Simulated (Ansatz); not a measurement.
Mulliken charges of `[F][In]` from ωB97M-V/def2-TZVPP in Ansatz (PBE0-D4/def2-TZVP geometry).

| atom | x (Å) | y (Å) | z (Å) | charge (e) |
| --- | --- | --- | --- | --- |
| F1 | 0.000 | 0.000 | 0.016 | -0.535 |
| In2 | 0.000 | 0.000 | 2.010 | 0.535 |

Q: By hand: the dipole of these point charges (1 e Å = 4.8032 D).

A: Σ q r = (0.000, 0.000, 1.067) e Å, of length 1.067 e Å = 5.13 D.

Q: How does the dipole of the full density compare? (Estimate.)

A: Ansatz gave: (0.000, 0.000, 0.659) e Å, 3.17 D; the point charges give 1.62 times that, at 0° from its direction.

Point charges leave out the atoms' own dipoles, such as those of lone pairs, and Mulliken's split depends on the basis, so the two needn't agree.
